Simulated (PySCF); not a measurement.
Molecule: 4,4-dimethylpent-1-ene, C7H14 (charge 0, singlet). SMILES: C=CCC(C)(C)C
Geometry from a B3LYP-D3(BJ)/def2-TZVP (Ansatz) optimisation:
```xyz
21

C     -1.3175    -0.3277     1.2637
C     -0.7115    -0.3392    -0.1447
C     -1.0386     0.9767    -0.8577
C     -1.3057    -1.5088    -0.9377
C      0.8248    -0.5393    -0.0775
C      1.5771     0.4965     0.6977
C      2.4564     1.3444     0.1790
H     -1.0608    -1.2385     1.8104
H     -0.9685     0.5265     1.8455
H     -2.4066    -0.2663     1.2102
H     -2.1194     1.1160    -0.9309
H     -0.6208     1.8311    -0.3241
H     -0.6296     0.9841    -1.8709
H     -2.3895    -1.4069    -1.0274
H     -1.0975    -2.4626    -0.4472
H     -0.8883    -1.5513    -1.9463
H      1.0127    -1.5227     0.3688
H      1.2140    -0.5766    -1.0990
H      1.3784     0.5416     1.7646
H      2.9746     2.0727     0.7897
H      2.6918     1.3376    -0.8797
```
Charge 0, spin multiplicity 1.

Dispersion corrections to the total energy (kcal/mol) from the dftd3 and dftd4 libraries through PySCF: D3(BJ) without and D4 with the three-body term, each with the damping fitted for the functional named.

```json
[
 {"functional": "HSE06", "D3(BJ)": "…", "D4": "-8.86"},
 {"functional": "HF", "D3(BJ)": "-80.27", "D4": "-39.89"},
 {"functional": "revPBE", "D3(BJ)": "…", "D4": "-36.94"},
 {"functional": "r2SCAN", "D3(BJ)": "-3.65", "D4": "…"},
 {"functional": "TPSS", "D3(BJ)": "-15.01", "D4": "-15.22"},
 {"functional": "LC-wPBE", "D3(BJ)": "-11.02", "D4": "-12.38"},
 {"functional": "TPSSh", "D3(BJ)": "-13.79", "D4": "-13.95"}
]
```

Task: Complete the blanks.

Result: 
- HSE06, D3(BJ): -7.73
- revPBE, D3(BJ): -30.23
- r2SCAN, D4: -3.12
